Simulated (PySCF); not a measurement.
Unrelated species, one level of theory. Computed with TDDFT PBE0/def2-SVPD, vertical, gas phase, core orbitals frozen in the response in PySCF. Geometries: GFN2-xTB; one conformer of each isolated species. Triplets are in the Tamm–Dancoff approximation. 'Strongest' means the level of largest summed f among the lowest 6 singlets; it needn't be the same kind of state in each.

Problem. Rank by computed LUMO energy, lowest first.
A. `C=C[C@H](COC)OC`
B. `COCCOC1CC1`
C. `CCC[C@@H](C=O)OC`
D. `C#CC#CCS(=O)(=O)O`
E. `C/N=C/OC`
F. `CCNC=O`
G. `C1C[C@H](C=C1)Cl`
H. `C=CCC(OC)OC`

Solution. D (-1.35 eV), C (-1.04 eV), G (-0.32 eV), A (0.11 eV), H (0.31 eV), F (0.44 eV), E (0.62 eV), B (0.74 eV).

| SMILES | LUMO (eV) | α (au) | S1 (eV) | HOMO (eV) | strongest (eV) | S1 mainly |
| --- | --- | --- | --- | --- | --- | --- |
| C#CC#CCS(=O)(=O)O | -1.35 | 94.7 | 4.60 | -7.74 | 6.65 | H-1→L (87%) |
| CCC[C@@H](C=O)OC | -1.04 | 81.2 | 4.07 | -7.29 | 7.32 | H→L (93%) |
| Cl[C@H]1C=CCC1 | -0.32 | 70.3 | 6.42 | -7.48 | 6.42 | H→L (62%) |
| C=C[C@H](COC)OC | 0.11 | 84.5 | 6.16 | -7.22 | 7.52 | H→L (97%) |
| C=CCC(OC)OC | 0.31 | 84.4 | 6.81 | -7.31 | 6.81 | H→L (74%) |
| CCNC=O | 0.44 | 50.3 | 5.84 | -7.52 | 7.44 | H→L+1 (77%) |
| C/N=C/OC | 0.62 | 51.7 | 6.05 | -7.43 | 7.41 | H-1→L (99%) |
| COCCOC1CC1 | 0.74 | 80.4 | 6.59 | -6.81 | 7.13 | H→L (94%) |

H and L stand for HOMO and LUMO.

Without π bonds the low states may be Rydberg-like; a valence basis with one diffuse set may place them up to an eV too high.
